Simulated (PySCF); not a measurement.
**Excitation energy of Sn by level of theory**

Sn [Kr] 4d10 5s2 5p2 (3P) → Sn [Kr] 4d10 5s2 5p1 6s1 (3P), as a difference of total energies. Calculation: PySCF 2.14, in aug-cc-pVTZ-PP with one added diffuse shell each of d, f type with ECP28MDF (6s5p5d3f, 67 functions); a scalar-relativistic core potential. Correlated levels: valence: 4s2 4p6 4d10 frozen. The calculations carry no spin-orbit coupling.

| method | excitation energy (eV) | error (eV) |
| --- | --- | --- |
| UHF | 4.147 | -0.128 |
| MP2 (valence) | 4.258 | -0.017 |
| SCS-MP2 (valence) | 4.244 | -0.031 |
| CCSD (valence) | 4.259 | -0.016 |
| CCSD(T) (valence) | 4.264 | -0.011 |

Reference: 4.275 eV (measured; NIST levels, between the centres of gravity of the two terms).

Errors of the correlated levels include the incompleteness of this basis and the frozen core.
